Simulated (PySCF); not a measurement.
## Vertical excitation energies

C4H8N2Si.
SMILES: `CC1=CN([SiH3])N=C1`

Level of theory: TDDFT PBE0/def2-SVPD, vertical, gas phase, core orbitals frozen in the response in PySCF. Isolated species at its GFN2-xTB geometry, gas phase.

```tsv
state	E (eV)	λ (nm)	f	main configurations (H = HOMO, L = LUMO)
S1	6.05	205.1	0.011	H→L (75%), H→L+1 (22%)
S2	6.22	199.3	0.082	H→L+1 (68%), H→L (15%)
S3	6.47	191.6	0.0046	H-2→L (51%), H-2→L+1 (34%)
S4	6.49	191.2	0.0040	H-1→L (54%), H-1→L+1 (34%)
S5	6.65	186.3	0.0037	H→L+2 (76%), H→L+3 (17%)
S6	6.82	181.9	0.036	H-1→L+1 (36%), H→L+4 (27%), H-1→L (20%)
S7	6.98	177.7	0.0052	H→L+3 (79%), H→L+2 (19%)
S8	7.11	174.3	0.104	H→L+4 (51%), H-1→L+2 (13%), H-1→L+1 (9%)
```

Triplets (Tamm–Dancoff): T1 4.52 eV, H→L (37%), H→L+1 (28%), H-1→L (14%); T2 5.08 eV, H-1→L (38%), H-1→L+1 (28%), H→L (16%); T3 5.64 eV, H-2→L (52%), H-2→L+1 (38%).

The lowest singlet comes at 205 nm (583 kJ/mol) in the ultraviolet; it is weak; its leading configuration is HOMO→LUMO (75%). The strongest level in the table is S8 at 7.11 eV (174 nm, f = 0.104). It is the last of those listed, so stronger ones may follow. Löwdin shares by element: HOMO carbon 50% or more, nitrogen 27% (atoms not listed hold the other 23%); LUMO silicon 25%, nitrogen 22%, carbon 12% or more (atoms not listed hold the other 40%). The oscillator strengths of these states sum to 0.250; summed over the whole spectrum of an exact calculation they would give the number of electrons, 60 (Thomas–Reiche–Kuhn). Weighted by f, the mean energy of these states is 6.70 eV. Of the 8 states listed, 4 reach f = 0.01 and none stays under 0.0005. The window holds the lowest 8 singlets.
